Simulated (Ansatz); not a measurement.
Start from `BN[SiH2]Cl` and change one atom or group to get `BN([SiH3])[SiH2]Cl`.

Ansatz, PBE0-D4/def2-TZVP geometries, multiplicity 1. Each molecule was computed in one conformer, which needn't be the lowest.

```tsv
property	`BN[SiH2]Cl`
HOMO–LUMO gap (PBE0/def2-TZVPP) / eV	8.43
zero-point energy (PBE0-D4/def2-TZVP) / kJ/mol	151.8
HOMO–LUMO gap (B3LYP/def2-TZVPP) / eV	7.98
LUMO energy (PBE/def2-TZVPP) / eV	-1.48
LUMO energy (PBE0/def2-TZVPP) / eV	-0.49
HOMO energy (B3LYP/def2-TZVPP) / eV	-8.69
```

Question: Give the same properties after the change, and the shifts. (An estimate is asked.)

Answer: Computed: 
| property | `BN([SiH3])[SiH2]Cl` | shift |
| --- | --- | --- |
| HOMO–LUMO gap (PBE0/def2-TZVPP) / eV | 7.90 | -0.53 |
| zero-point energy (PBE0-D4/def2-TZVP) / kJ/mol | 191.3 | 39.5 |
| HOMO–LUMO gap (B3LYP/def2-TZVPP) / eV | 7.46 | -0.52 |
| LUMO energy (PBE/def2-TZVPP) / eV | -1.86 | -0.38 |
| LUMO energy (PBE0/def2-TZVPP) / eV | -0.89 | -0.40 |
| HOMO energy (B3LYP/def2-TZVPP) / eV | -8.56 | 0.13 |

With PBE0 the HOMO rises by 0.13 eV and the LUMO falls by 0.40 eV, so the gap narrows by about 0.53 eV. PBE moves the HOMO by 0.03 eV and ωB97M-V by 0.14 eV. The zero-point energy changes by 39.5 kJ/mol with +9 modes.

B3LYP here is the variant with VWN-RPA as its local correlation; programs differ in this.
